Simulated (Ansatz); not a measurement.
Born–Oppenheimer molecular dynamics of BrH + H3N (6 atoms, charge 0, multiplicity 1). It starts from a relaxed structure.

Computed with RHF/def2-SVP in Ansatz.

* ensemble: NVE (velocity Verlet)
* time step: 0.5 fs
* steps asked: 500
* starting velocities drawn for: 500 K
* masses: H 10 u
* seed: 487578

First frame:

```xyz
6
Properties=species:S:1:pos:R:3
N -0.006 0.037 -0.732
H 0.399 0.898 -1.058
H 0.519 -0.718 -1.141
H -0.942 -0.014 -1.096
Br 0.021 -0.138 2.728
H 0.009 -0.066 1.299
```

Question: How far do the bonds stretch over the last three quarters of this one trajectory? (Pairs bonded in most of those frames.)

Answer: 
| bond | mean (Å) | spread (Å) | shortest | longest |
| --- | --- | --- | --- | --- |
| N1–H2 | 1.008 | 0.016 | 0.97 | 1.04 |
| N1–H3 | 1.008 | 0.015 | 0.98 | 1.03 |
| N1–H4 | 1.008 | 0.020 | 0.96 | 1.05 |
| Br5–H6 | 1.423 | 0.023 | 1.38 | 1.46 |

Mean temperature of the second half: 223 K. The conserved energy stayed within 0.041 meV per atom of its start (net change 0.027 meV per atom), so the integration is sound. The temperature averaged 0.45 of the 500 K drawn at the start: a run that starts near a minimum puts about half its kinetic energy into the potential. A run of 0.25 ps of so small a system gives no equilibrium averages.

The run took 6.6 min on 1 thread of Intel(R) Xeon(R) Platinum 8259CL CPU @ 2.50GHz (Skylake/Cascade Lake), on a shared host, peak memory 0.13 GiB.
